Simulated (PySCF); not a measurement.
Species: C5H5S2 (doublet state).
Numbering: `[CH3:1][S:2][c:3]1[cH:4][c:5][cH:6][s:7]1` (hydrogens: H8, H9, H10 on C1; H11 on C4; H12 on C6)

Computed geometry: GFN2-xTB, gas phase. This method treats the open shell by occupation alone, without spin polarisation.

Q: Give the optimised bond lengths and angles.

A: 
| bond | length (Å) |
| --- | --- |
| C1–S2 | 1.814 |
| S2–C3 | 1.749 |
| C3–C4 | 1.369 |
| C4–C5 | 1.396 |
| C5–C6 | 1.324 |
| C6–S7 | 1.767 |
| C3–S7 | 1.748 |
| C1–H8, C1–H9, C1–H10 | 1.086 |
| C4–H11 | 1.072 |
| C6–H12 | 1.068 |

Bonds in one row agree within 0.01 Å and their mean is given. A selection of angles:
| angle | degrees |
| --- | --- |
| S2–C1–H8 | 109.5 |
| S2–C1–H9 | 106.2 |
| H8–C1–H9 | 110.4 |
| H8–C1–H10 | 110.7 |
| C1–S2–C3 | 101.1 |
| S2–C3–C4 | 125.3 |
| S2–C3–S7 | 122.4 |
| C4–C3–S7 | 112.3 |
| C3–C4–C5 | 109.7 |
| C3–C4–H11 | 124.1 |
| C5–C4–H11 | 126.1 |
| C4–C5–C6 | 118.8 |
| C5–C6–S7 | 108.5 |
| C5–C6–H12 | 132.9 |
| S7–C6–H12 | 118.6 |
| C3–S7–C6 | 90.7 |

Torsions: C1–S2–C3–C4 180° (antiperiplanar).

The 3 C–C bonds span 1.324 Å (C5–C6, aromatic) to 1.396 Å (C4–C5, aromatic), a spread of 0.072 Å. C4 (carbon bonded to 2 C and H) is planar (angles 126.1°, 124.1° and 109.7°, sum 360.0°, 0.00 Å off the plane of its three neighbours). Of the pairs four or more bonds apart, S7···H8 is among the closest relative to their van der Waals radii: 2.86 Å, 95 % of the sum of Bondi's values. The 4 C–S bonds span 1.748 Å (C3–S7, aromatic) to 1.814 Å (C1–S2, drawn single), a spread of 0.066 Å. S2 (sulfur bonded to 2 C) is bent (angle 101.1°). The 5-membered ring C3–C4–C5–C6–S7 has internal angles of 90.7° to 118.8° (sum 540°, against 540° for a flat polygon); it is planar, 0.00 Å rms from its mean plane, widest ring torsion 0°. The 7 heavy atoms lie in one plane (0.002 Å rms).

Point group: Cs (tolerance 0.08 Å). Not checked by GFN2-xTB frequencies.

One conformer stands for the species.
